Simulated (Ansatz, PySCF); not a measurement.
Gas-phase reaction in SMILES: P (PH3) -> [PH2-] + H+
Geometries: B3LYP-D3(BJ)/def2-TZVP minima from Ansatz (an electronic-structure program).
Geometry of the first species:
```xyz
4

P      0.0029     0.0016     0.1282
H     -0.0038     1.1839    -0.6561
H      1.0120    -0.6137    -0.6568
H     -1.0521    -0.5944    -0.6098
```

Quantity: gas-phase deprotonation energy (enthalpy at 298 K, with B3LYP-D3(BJ) rigid-rotor harmonic-oscillator terms from PySCF), in kcal/mol. Cores are frozen in the correlated levels unless marked. No spin-orbit coupling. No relativistic terms. Anions need diffuse functions: aug- sets have them; def2-D sets add few; the other sets have none. CBS marks a two-point X^-3 extrapolation of the correlation energy; Hartree-Fock from the larger set.

```tsv
level	program	gas-phase deprotonation energy (kcal/mol)
HF/def2-SVP	Ansatz	385.2
HF/cc-pV(Q+d)Z	Ansatz	374.3
TPSS-D4/def2-TZVPD	PySCF + dftd4	373.8
M06-L/def2-TZVPD	PySCF	375.5
r2SCAN-D3(BJ)/def2-TZVPD	Ansatz + dftd3	371.3
PBE0/6-31G*	Ansatz	376.0
PBE0-D3(BJ)/def2-TZVP	Ansatz + dftd3	373.6
```

Q: What does CCSD(T)/CBS(aug-cc-pV(T+d)Z,aug-cc-pV(Q+d)Z) (Ansatz) give?

A: 366.9 kcal/mol, so PBE0-D3(BJ)/def2-TZVP differs from it by 6.7 kcal/mol.
